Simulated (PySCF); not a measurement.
Isomers of C7H10N2. Computed with PBE0-D3(BJ)/def2-SVP geometry optimisation, gas phase (PySCF 2.14.0). One conformer each; no zero-point energy, no entropy. No frequencies were run at this level. Point groups hold within 0.08 Å.

Question: Order them by energy at this level, lowest first, and give relative energies in kJ/mol.
A. `[CH3:1]/[N:2]=[CH:3]\[C:4]([C:5]#[N:6])=[C:7]([CH3:8])[CH3:9]` with N2–C3–C4–C5 -38°
B. `[CH3:1][N:2]([CH3:3])/[CH:4]=[CH:5]/[CH:6]=[CH:7]/[C:8]#[N:9]` with C4–C5–C6–C7 180°
C. `[CH3:1][CH2:2][NH:3][c:4]1[cH:5][cH:6][cH:7][cH:8][n:9]1` with C1–C2–N3–C4 -78°, C2–N3–C4–C5 173°
D. `[CH3:1][c:2]1[cH:3][cH:4][n:5][n:6]1[CH:7]1[CH2:8][CH2:9]1` with N5–N6–C7–C8 52°

Answer: C (0.0), D (130.4), B (184.9), A (199.5).

As drawn, the lowest has an aromatic ring and an N–H bond, which the highest lacks; the highest has a C≡N group, a C=N bond and a C=C bond outside aromatic rings, which the lowest lacks.

| SMILES | E (Eh) | E rel (kJ/mol) | dipole (D) | point group | A, B, C (MHz) |
| --- | --- | --- | --- | --- | --- |
| CCNc1ccccn1 | -381.56828 | 0.0 | 1.89 | C1 | 3935, 1074, 913.1 |
| Cc1ccnn1C1CC1 | -381.51863 | 130.4 | 2.55 | C1 | 2924, 1444, 1053 |
| CN(C)/C=C/C=C/C#N | -381.49788 | 184.9 | 9.12 | – | 6941, 508.2, 476.7 |
| C/N=C\C(C#N)=C(C)C | -381.49231 | 199.5 | 4.36 | C1 | 2254, 1280, 870.4 |
